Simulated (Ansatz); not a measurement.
Stepwise reaction of `C[SiH2][SiH2]C` with hydrogen fluoride, as a gas-phase model of exchange steps in deposition or etching. ΔE in kJ/mol.

Isolated molecules relaxed with PBE0-D4/def2-TZVP in Ansatz; ΔE leaves out vibrations. CCSD(T)/CBS adds triple-zeta CCSD(T) − MP2 to the extrapolated MP2 energy (def2 sets, frozen cores). This one scheme is used for every species. Functionals use def2-TZVPP. B3LYP here is the variant with VWN-RPA as its local correlation; programs differ in this. Each species was taken in one conformer, which may not be the lowest.

```tsv
step	reaction	PBE-D4	B3LYP-D4	ωB97M-V	CCSD(T)/CBS
1	`C[SiH2][SiH2]C` + H–F → `C[SiH2][SiH2]F` + CH₄	-120.5	-135.5	-131.3	-127.4
2	`C[SiH2][SiH2]F` + H–F → `F[SiH2][SiH2]F` + CH₄	-114.1	-129.9	-125.4	-122.4
```

Task: By hand: ΔE of the 2 steps together at CCSD(T)/CBS.

Result: (-127.4) + (-122.4) = -249.8 kJ/mol, or -124.9 kJ/mol a step.

In ΔE each step is higher than the one before. All are downhill at CCSD(T)/CBS. PBE-D4 differs from CCSD(T)/CBS by 6.9 to 8.3 kJ/mol a step. Only this route is followed, and other bonds may react first. Isolated molecules leave out the surface, adducts and barriers. Largest T1 diagnostic: 0.012.
